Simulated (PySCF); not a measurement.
## SbF⁻: frontier orbitals

UHF at R = 2.079 Å; PySCF, scalar-relativistic core potentials, basis sets Sb def2-SVPD with ECP28, F def2-SVPD. State: ²Π (doublet), unpaired electrons π ↑. Only the outer orbitals are listed, counted within each symmetry, core potentials removing the inner ones.

```json
{"spin": "α", "orbital": "5σ", "occ.": "1", "ε (eV)": "-33.65", "on Sb (%)": "3", "main shells (%)": "97 F s"}
{"spin": "α", "orbital": "6σ", "occ.": "1", "ε (eV)": "-13.02", "on Sb (%)": "60", "main shells (%)": "59 Sb s, 38 F p"}
{"spin": "α", "orbital": "3π", "occ.": "1", "ε (eV)": "-10.16", "on Sb (%)": "2", "main shells (%)": "98 F p"}
{"spin": "α", "orbital": "3π", "occ.": "1", "ε (eV)": "-10.04", "on Sb (%)": "1", "main shells (%)": "99 F p"}
{"spin": "α", "orbital": "7σ", "occ.": "1", "ε (eV)": "-8.55", "on Sb (%)": "49", "main shells (%)": "52 F p, 39 Sb s, 8 Sb p"}
{"spin": "α", "orbital": "4π", "occ.": "1", "ε (eV)": "-2.57", "on Sb (%)": "100", "main shells (%)": "99 Sb p"}
{"spin": "α", "orbital": "4π", "occ.": "1", "ε (eV)": "-1.25", "on Sb (%)": "99", "main shells (%)": "98 Sb p"}
{"spin": "α", "orbital": "8σ", "occ.": "0", "ε (eV)": "6.67", "on Sb (%)": "97", "main shells (%)": "90 Sb s"}
{"spin": "β", "orbital": "5σ", "occ.": "1", "ε (eV)": "-33.53", "on Sb (%)": "3", "main shells (%)": "97 F s"}
{"spin": "β", "orbital": "6σ", "occ.": "1", "ε (eV)": "-12.00", "on Sb (%)": "39", "main shells (%)": "60 F p, 37 Sb s"}
{"spin": "β", "orbital": "3π", "occ.": "1", "ε (eV)": "-9.99", "on Sb (%)": "1", "main shells (%)": "99 F p"}
{"spin": "β", "orbital": "3π", "occ.": "1", "ε (eV)": "-9.69", "on Sb (%)": "1", "main shells (%)": "99 F p"}
{"spin": "β", "orbital": "7σ", "occ.": "1", "ε (eV)": "-7.59", "on Sb (%)": "70", "main shells (%)": "61 Sb s, 32 F p, 8 Sb p"}
{"spin": "β", "orbital": "4π", "occ.": "1", "ε (eV)": "-0.84", "on Sb (%)": "98", "main shells (%)": "97 Sb p"}
{"spin": "β", "orbital": "4π", "occ.": "0", "ε (eV)": "6.43", "on Sb (%)": "96", "main shells (%)": "92 Sb p"}
```

Which are the highest filled and the lowest empty level, where do they sit, and how wide is the gap?

Highest filled β 4π at -0.84 eV (in %: 97 Sb p); lowest empty β 4π at 6.43 eV (in %: 92 Sb p); the gap at UHF is 7.27 eV. Both belong to one degenerate shell, split only by its one-sided filling, so this is no excitation gap. An empty level above zero is unbound, and its energy depends on the basis.

- bond order (Mayer): 0.15
- ⟨S²⟩: 0.762
- charge on Sb (Mulliken, basis-dependent): -0.19
- charge on Sb (Löwdin, basis-dependent): -0.01
- dipole moment (positive dipole points towards F; it is taken about the centre of mass and depends on that origin): -2.36 D
- polarisability along the bond: 55.4 bohr³
- polarisability across the bond: 64.5 bohr³

Spin–orbit coupling is left out. The state was picked by a PBE0 search and need not be the measured ground state.
